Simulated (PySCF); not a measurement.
C₈H₁₁ (doublet state).
Structure used (PBE0-D3(BJ)/def2-SVP), in Å, numbered top down from 1:
```xyz
19
C8H11 angstrom
C      2.404   -0.321   -0.341
C      0.962   -0.389    0.012
C      0.006   -1.227   -0.429
C     -1.325   -0.731    0.096
C     -1.624    0.600   -0.660
C     -0.523    1.479   -0.141
C      0.252    0.665    0.870
C     -0.885   -0.184    1.465
H      3.040   -0.362    0.559
H      2.696   -1.144   -1.009
H      2.639    0.630   -0.849
H      0.136   -2.038   -1.150
H     -2.153   -1.453    0.089
H     -1.610    0.474   -1.756
H     -2.626    0.988   -0.396
H     -0.127    2.356   -0.656
H      0.893    1.230    1.561
H     -1.657    0.418    1.970
H     -0.518   -0.973    2.139
```

The hyperfine couplings belong to this conformer and change with its torsions.

As a line formula: `CC1=C[C@@H]2C[CH][C@H]1C2` [radical].

The calculation used UKS B3LYP, IGLO-III on C, pcH-1 on H, non-relativistic, mean-field spin-orbit, GIAO in PySCF. Isolated species at its PBE0-D3(BJ)/def2-SVP geometry, gas phase. No stability test was run, so a lower SCF solution isn't excluded.

Principal values of hyperfine tensors in MHz (contact and dipolar terms together), for some of the nuclei:

```csv
atom,isotope,A1,A2,A3
C6,13C,37.21,37.58,266.17
H14,1H,61.29,62.92,73.04
C2,13C,46.18,53.99,66.69
H16,1H,-88.59,-52.17,-14.86
C7,13C,-24.09,-21.70,-19.50
C5,13C,-22.24,-20.55,-18.20
H17,1H,8.70,9.48,21.45
C8,13C,4.05,5.22,13.29
```

Question: Split each tensor into its isotropic and traceless parts, and turn a_iso into mT with g = 2.0027.

Answer: a_iso = (A1 + A2 + A3)/3, Ti = Ai − a_iso; 1 mT corresponds to 28.030 MHz.

```
atom  a_iso (MHz)  a_iso (mT)      T1      T2      T3
  C6       113.65       4.055  -76.44  -76.07  152.51
 H14        65.75       2.346   -4.46   -2.83    7.29
  C2        55.62       1.984   -9.44   -1.63   11.07
 H16       -51.87      -1.851  -36.72   -0.30   37.02
  C7       -21.76      -0.776   -2.33    0.06    2.26
  C5       -20.33      -0.725   -1.91   -0.22    2.13
 H17        13.21       0.471   -4.51   -3.73    8.24
  C8         7.52       0.268   -3.47   -2.30    5.77
```

Question: What spin density at the nucleus of C7 lies behind its contact coupling (g_N = 1.40482)?

Answer: a_FC = (2μ0/3) gₑ μB g_N μN ρ(0)/(2S·h) = 800.24 MHz × g_N × ρ(0)/(2S), with ρ in bohr⁻³. With a_FC = -21.76 MHz and 2S = 1, ρ(0) = -0.01936 bohr⁻³.

Question: H15 (1H, g_N = 5.58569) isn't in the table. Its spin density at the nucleus is 0.02115 bohr⁻³. What is its contact coupling?

Answer: By the same relation, a_FC = 94.5 MHz. Its full tensor has the principal values 89.18, 90.78, 103.61 MHz.

Question: Name the largest traceless tensor T of the table and describe it.

Answer: C6: -76.4, -76.1, 152.5 MHz, axial, in the ratio −1:−1:+2, the form that spin in one p orbital centred on that nucleus gives.

Question: What first-order splitting does C2 cause when the field lies along A1, A2 or A3 of its tensor (g taken as isotropic, no quadrupole term)?

Answer: 2 lines (I = 1/2), spaced by |A_i|/(g × 13.996): 1.65, 1.93, 2.38 mT along the axes of A1, A2 and A3.
